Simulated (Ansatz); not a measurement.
```yaml
crystal:
  periodic: [false, false, false]
  atoms:
    - {symbol: C, position_ang: [-0.898518, 0.397071, -0.417822]}
    - {symbol: C, position_ang: [0.390125, 1.148372, 0.016012]}
    - {symbol: Si, position_ang: [0.929840, -0.484445, 0.785884]}
    - {symbol: C, position_ang: [-0.391086, -1.071175, -0.422838]}
    - {symbol: H, position_ang: [-1.328640, 0.735630, -1.364441]}
    - {symbol: H, position_ang: [-1.668490, 0.516389, 0.349380]}
    - {symbol: H, position_ang: [1.007816, 1.396388, -0.851179]}
    - {symbol: H, position_ang: [0.248789, 2.048595, 0.612214]}
    - {symbol: H, position_ang: [2.338887, -0.955682, 0.661272]}
    - {symbol: H, position_ang: [0.518179, -0.621197, 2.211420]}
    - {symbol: H, position_ang: [0.048656, -1.328680, -1.389997]}
    - {symbol: H, position_ang: [-1.118557, -1.836266, -0.155904]}
basis:
  gaussian: {orbitals: cc-pVDZ, fitting: {mean_field: def2-universal-jkfit}, final_grid: {core_spheres: 5, valence_spheres: 4, degree: 11}, nuclear_model: gaussian}
magnetization: {spin_polarized: true, initial_magnetization: 1}
hamiltonian: {xc: {name: B97}}
```

```sh
$ ansatz run in.yaml --threads 2 --pin off --events-out ev --progress --plain --max-ram 4352MiB
```

Shortened log:

```
Error: a molecule whose nuclei and cores have a total charge of 40 cannot have a net charge of 0 together with 1 unpaired electrons
```

(1) Something in this input is off. What?

Results:

(1) The number of unpaired electrons doesn't fit the electron count. The input was rejected before any iteration.
